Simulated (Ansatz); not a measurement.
TiCl3. Total charge 0; doublet. Geometry relaxed at PBE-D4/def2-SVP.

Cartesian coordinates in Å:
```
Ti 0.002 0.000 0.001
Cl 1.321 1.744 -0.115
Cl 0.426 -1.782 -1.199
Cl -1.749 0.038 1.313
```

The structure comes from a short search, and lower isomers may exist.

Problem. Estimate the harmonic wavenumbers at UKS PBE-D4/def2-SVP (Ansatz, unscaled). Is this a minimum?

Solution. 72, 100, 100, 354, 496, 496 cm⁻¹. Yes, no mode is imaginary beyond noise. Zero-point energy 9.7 kJ/mol. It took 20 s on 4 threads of Arm Neoverse V2 on a shared host.
